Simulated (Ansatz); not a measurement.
(GeO)n: B3LYP-D4/6-31G single points in Ansatz on relaxed structures, gas phase. Each cluster is the lowest isomer that a short search found in that spin, judged at the geometry's level, and lower ones may exist. Binding counts from free atoms in the multiplicity of their measured ground term, without zero-point energy. Singlets are spin-restricted. The structures are stationary points that may keep the symmetry of their start.

**Question.** Estimate the order by binding per atom (eV), lowest first.
A. Ge5O5 (singlet)
B. Ge2O2 (singlet)
C. Ge3O3 (singlet)

**Answer.** B (3.68), C (4.06), A (4.14).

In full:

```json
{"species": "Ge2O2", "atoms": "4", "state": "singlet", "geometry": "PBE-D4/def2-SVP", "HOMO (eV)": "-6.87", "LUMO (eV)": "-2.94", "gap (eV)": "3.93", "binding per atom (eV)": "3.68", "lowest of the spins relaxed": "singlet, of singlet/triplet/quintet", "point group (within 0.1 Å)": "D2h"}
{"species": "Ge3O3", "atoms": "6", "state": "singlet", "geometry": "r2SCAN-D4/def2-SVP", "HOMO (eV)": "-6.89", "LUMO (eV)": "-2.33", "gap (eV)": "4.56", "binding per atom (eV)": "4.06", "lowest of the spins relaxed": "–", "point group (within 0.1 Å)": "D3h"}
{"species": "Ge5O5", "atoms": "10", "state": "singlet", "geometry": "r2SCAN-D4/def2-SVP", "HOMO (eV)": "-6.45", "LUMO (eV)": "-2.88", "gap (eV)": "3.58", "binding per atom (eV)": "4.14", "lowest of the spins relaxed": "–", "point group (within 0.1 Å)": "–"}
```

The gap (eV) runs from 3.58 (Ge5O5) to 4.56 (Ge3O3). The binding per atom (eV) runs from 3.68 (Ge2O2) to 4.14 (Ge5O5).
